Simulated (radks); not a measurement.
Species: Lu LXIII. Configuration: [He] 2s2 2p5.

Method: Dirac Kohn-Sham, PBE, spin-unpolarised, spherical densities, point nucleus; open shells are shared between the two j in proportion to 2j + 1; computed with a radial shooting solver on a logarithmic mesh with Libxc functionals.

Energy parts (hartree):
part                       energy
total                  -9568.5024
kinetic                10995.6376
electron-nucleus      -21090.3958
Hartree                  644.7620
exchange-correlation    -118.5063

Orbitals (lengths in bohr, moments of r in powers of bohr; <r^-3> diverges for s and p1/2):
orbital,occ.,eigenvalue (hartree),<1/r>,<r^2>,<r^-3>,<r^4>,small-component weight
1s1/2,2,-2530.969,82.34,0.0005103,-,7.012e-07,7.13e-02
2s1/2,2,-587.0941,20.37,0.007503,-,0.00009657,1.67e-02
2p1/2,1.66667,-573.2377,20.27,0.005342,-,0.00005750,1.67e-02
2p3/2,3.33333,-529.9553,17.35,0.006440,14920,0.00007960,1.53e-02

The highest occupied level is 2p3/2 at -14420.8 eV. The density falls to 0.001 e/bohr^3 at r = 0.33 bohr.
